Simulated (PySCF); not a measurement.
Vertical excitations of a molecule C2H7FSi3 from TDA-PBE/def2-SVPD (PySCF), as energy in eV (oscillator strength): 4.96 (0.000), 5.11 (0.108), 5.23 (0.003), 5.93 (0.226), 6.21 (0.000), 6.30 (0.002), 6.37 (0.012), 6.39 (0.001), 6.41 (0.000), 6.45 (0.121). Lowest triplet (TDA): 4.17 eV. Geometry: PBE-D3(BJ)/def2-SVP. One conformer was computed; it need not be the lowest.

Task: Pick the molecule that these values belong to.
A. F[SiH2][Si@H]1C=C[SiH2]1
B. F[Si@H]1C=C([SiH3])[SiH2]1
C. F[SiH2]C#C[SiH2][SiH3]
D. F[Si@@H]1C=C[Si@@H]1[SiH3]

Result: C, F[SiH2]C#C[SiH2][SiH3]
